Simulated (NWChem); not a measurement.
System: C4H11Ge, doublet; SMILES CC(C)[CH][GeH3]

The following NWChem deck was run.

```
start job
memory heap 200 mb stack 900 mb global 1100 mb
geometry units angstroms noautoz
  C     -1.374530    -2.183966     0.097351
  C     -0.063792    -1.475635    -0.266189
  C      1.125017    -2.434009    -0.142454
  C      0.138173    -0.257914     0.584919
  Ge     0.096353     1.554325    -0.059427
  H     -1.537086    -3.064098    -0.545589
  H     -1.353746    -2.530785     1.143560
  H     -2.239936    -1.513916    -0.017103
  H     -0.135336    -1.166749    -1.325297
  H      1.237488    -2.783704     0.897053
  H      2.066844    -1.946834    -0.436443
  H      0.985049    -3.320402    -0.781858
  H      0.275304    -0.438407     1.659946
  H      0.603990     2.519915     1.027625
  H     -1.337586     1.976238    -0.459263
  H      0.978142     1.690007    -1.320311
end
basis spherical
  C library def2-tzvpp
  Ge library def2-tzvpp
  H library def2-tzvpp
end
dft
  odft
  mult 2
  xc hfexch
  iterations 150
  semidirect filesize 400000000
  mulliken
end
task dft energy
```

Output (shortened):

```
             Northwest Computational Chemistry Package (NWChem) 7.3.0
             --------------------------------------------------------

 C1  symmetry detected

                             Geometry "geometry" -> ""
                             -------------------------

 Output coordinates in angstroms (scale by  1.889725989 to convert to a.u.)

  No.       Tag          Charge          X              Y              Z
 ---- ---------------- ---------- -------------- -------------- --------------
    1 C                    6.0000    -1.29616092    -2.26351407    -0.01324849
    2 C                    6.0000     0.00438911    -1.49220123    -0.26932342
    3 C                    6.0000     1.22357398    -2.39434475    -0.05302909
    4 C                    6.0000     0.07997333    -0.27140372     0.59783262
    5 Ge                  32.0000     0.00393124     1.54065704    -0.04387935
    6 H                    1.0000    -1.36508564    -3.14648435    -0.66902399
    7 H                    1.0000    -1.34247612    -2.61517450     1.03052280
    8 H                    1.0000    -2.18042840    -1.63422196    -0.19506357
    9 H                    1.0000     0.00298720    -1.18074098    -1.33009172
   10 H                    1.0000     1.26922127    -2.74452779     0.99138428
   11 H                    1.0000     2.16172510    -1.86169540    -0.26974151
   12 H                    1.0000     1.17715433    -3.28252807    -0.70348791
   13 H                    1.0000     0.13933264    -0.45162629     1.67998880
   14 H                    1.0000     0.37699053     2.52257692     1.08235400
   15 H                    1.0000    -1.41191684     1.89705649    -0.55614306
   16 H                    1.0000     0.97604314     1.72512318    -1.22994874

 Effective nuclear repulsion energy (a.u.)     335.9209344932

  xc_inp: hfexch multiplicative factor not found.

                                 NWChem DFT Module
                                 -----------------

 Summary of "ao basis" -> "ao basis" (spherical)
 ------------------------------------------------------------------------------
       Tag                 Description            Shells   Functions and Types
 ---------------- ------------------------------  ------  ---------------------
 C                         def2-tzvpp               11       31   5s3p2d1f
 Ge                        def2-tzvpp               16       48   6s5p4d1f
 H                         def2-tzvpp                6       14   3s2p1d

            General Information
            -------------------
          SCF calculation type: DFT
          Wavefunction type:  spin polarized.
          No. of atoms     :    16
          No. of electrons :    67
           Alpha electrons :    34
            Beta electrons :    33
          Charge           :     0
          Spin multiplicity:     2
          Use of symmetry is: off; symmetry adaption is: off
          Maximum number of iterations: 150
          AO basis - number of functions:   326
                     number of shells:   126
          Convergence on energy requested:  1.00D-06
          Convergence on density requested:  1.00D-05
          Convergence on gradient requested:  5.00D-04

              XC Information
              --------------
                     Hartree-Fock (Exact) Exchange  1.000

      Superposition of Atomic Density Guess
      -------------------------------------

 Sum of atomic energies:       -2231.48927636

      Non-variational initial energy
      ------------------------------

 Total energy =   -2234.582103
 1-e energy   =   -3770.464856
 2-e energy   =    1199.961818
 HOMO         =      -0.409120
 LUMO         =      -0.389747

------------------------------------------------------------
EAF file 0: "./job.aoints.0" size=3200253952 bytes
------------------------------------------------------------
               write      read    awrite     aread      wait
               -----      ----    ------     -----      ----
     calls:     6104         0         0         0         0
   data(b): 3.20e+09  0.00e+00  0.00e+00  0.00e+00
   time(s): 0.00e+00  0.00e+00  0.00e+00  0.00e+00  0.00e+00
rate(mb/s): 0.00e+00  0.00e+00
------------------------------------------------------------

     ---------------------------------------------
      Total Density - Mulliken Population Analysis
     ---------------------------------------------

    Atom       Charge   Shell Charges
 -----------   ------   -------------------------------------------------------
    1 C    6     6.11   0.86  1.12  0.46  2.17 -0.09  1.13  0.44  0.13  0.01  0.05 -0.16
    2 C    6     9.55   0.86  1.12 -0.35  5.19  0.74  0.86  0.95  0.37  0.01 -0.10 -0.10
    3 C    6     6.33   0.86  1.12  0.45  2.16  0.01  1.12  0.53  0.15  0.01  0.08 -0.16
    4 C    6     3.90   0.86  1.12  0.40  2.01  0.06  0.50  0.09 -0.82  0.00 -0.26 -0.05
    5 Ge  32    32.46   2.00  2.00  1.16  0.78  0.89  1.82  5.98  4.40  1.59  0.75  1.16  8.88  1.12 -0.06 -0.00 -0.03
    6 H    1     0.80   0.21  0.32  0.31  0.00 -0.02 -0.03
    7 H    1     0.69   0.21  0.31  0.22  0.00 -0.03 -0.03
    8 H    1     1.68   0.21  0.92  0.40 -0.00  0.25 -0.09
    9 H    1    -0.30   0.15 -0.42  0.37 -0.00 -0.37 -0.03
   10 H    1     0.74   0.21  0.33  0.27  0.00 -0.04 -0.03
   11 H    1     1.53   0.21  0.90  0.34 -0.00  0.17 -0.09
   12 H    1     0.76   0.21  0.32  0.27  0.00 -0.01 -0.03
   13 H    1     0.65   0.17  0.45  0.18  0.01 -0.13 -0.03
   14 H    1     0.50   0.11  0.28  0.12  0.00 -0.01 -0.00
   15 H    1     0.91   0.19  0.43  0.37  0.00 -0.08  0.00
   16 H    1     0.69   0.13  0.29  0.28  0.00 -0.01 -0.00

     --------------------------------------------
      Spin Density - Mulliken Population Analysis
     --------------------------------------------

    Atom       Charge   Shell Charges
 -----------   ------   -------------------------------------------------------
    1 C    6     0.05   0.00 -0.00  0.00 -0.00 -0.00  0.03  0.02  0.00  0.00  0.00  0.00
    2 C    6     0.08   0.00 -0.00  0.00 -0.00 -0.00  0.04  0.03  0.01  0.00  0.00  0.00
    3 C    6     0.06   0.00 -0.00 -0.00 -0.00  0.00  0.02  0.03  0.00  0.00  0.01  0.00
    4 C    6     0.05   0.00 -0.00  0.00  0.00 -0.00  0.02  0.02  0.00  0.00  0.00  0.00
    5 Ge  32     0.23   0.00 -0.00  0.00 -0.00  0.00 -0.00  0.00  0.01 -0.00  0.12  0.09  0.00 -0.00  0.00  0.01  0.00
    6 H    1     0.00   0.00 -0.00  0.00  0.00  0.00  0.00
    7 H    1     0.05   0.01  0.03  0.01  0.00 -0.00  0.00
    8 H    1     0.00  -0.00  0.00  0.00  0.00  0.00  0.00
    9 H    1     0.10   0.02  0.07  0.00  0.00  0.00  0.00
   10 H    1     0.05   0.01  0.03  0.01  0.00 -0.00  0.00
   11 H    1    -0.00   0.00 -0.01  0.00  0.00  0.00 -0.00
   12 H    1     0.01   0.00  0.01  0.00  0.00  0.00  0.00
   13 H    1    -0.00   0.00 -0.00 -0.00  0.00  0.00  0.00
   14 H    1     0.09   0.02  0.04  0.03  0.00  0.00  0.00
   15 H    1     0.00   0.00  0.00  0.00  0.00  0.00  0.00
   16 H    1     0.23   0.05  0.13  0.05  0.00  0.00  0.00

   convergence    iter        energy       DeltaE   RMS-Dens  Diis-err
 ---------------- ----- ----------------- --------- --------- ---------
 d= 0,ls=0.0,diis     1  -2219.0507890174 -2.55D+03  8.36D+00  1.30D+01
                                                     8.36D+00  1.29D+01
 d= 0,ls=0.0,diis     2  -2231.1898400086 -1.21D+01  1.03D-01  3.25D+00
                                                     7.11D-03  3.22D+00
 d= 0,ls=0.0,diis     3  -2232.2440043637 -1.05D+00  1.03D-01  1.12D+00
                                                     5.93D-03  1.14D+00
 d= 0,ls=0.0,diis     4  -2233.2092753247 -9.65D-01  5.80D-04  4.72D-02
                                                     5.22D-04  5.90D-02
 d= 0,ls=0.0,diis     5  -2233.2458718277 -3.66D-02  2.82D-04  5.40D-03
                                                     2.50D-04  8.08D-03
  Resetting Diis
 d= 0,ls=0.0,diis     6  -2233.2511389252 -5.27D-03  1.07D-04  9.00D-04
                                                     1.09D-04  1.60D-03
 d= 0,ls=0.0,diis     7  -2233.2521935073 -1.05D-03  3.76D-05  1.39D-04
                                                     3.54D-05  1.85D-04
 d= 0,ls=0.0,diis     8  -2233.2523596021 -1.66D-04  2.10D-05  6.60D-05
                                                     1.65D-05  6.14D-05
 d= 0,ls=0.0,diis     9  -2233.2524154189 -5.58D-05  3.84D-05  2.18D-05
                                                     3.20D-05  2.76D-05
 d= 0,ls=0.0,diis    10  -2233.2524691957 -5.38D-05  7.24D-06  1.36D-06
                                                     7.77D-06  2.26D-06
 d= 0,ls=0.0,diis    11  -2233.2524727598 -3.56D-06  4.24D-06  4.72D-07
                                                     4.52D-06  3.75D-07
 d= 0,ls=0.0,diis    12  -2233.2524736482 -8.88D-07  8.69D-07  3.08D-08
                                                     1.04D-06  3.39D-08

         Total DFT energy =    -2233.252473648230
      One electron energy =    -3775.752079453545
           Coulomb energy =     1308.800737554087
    Exchange-Corr. energy =     -102.222066242007
 Nuclear repulsion energy =      335.920934493235

 Numeric. integr. density =        0.000000000000

                    DFT Final Alpha Molecular Orbital Analysis
                    ------------------------------------------

[...]
```

Level: UHF/def2-TZVPP. Geometry: optimised at PBE0/def2-SVP, spin-unrestricted. Not confirmed as a minimum by frequencies. No stability test was run on the SCF state.
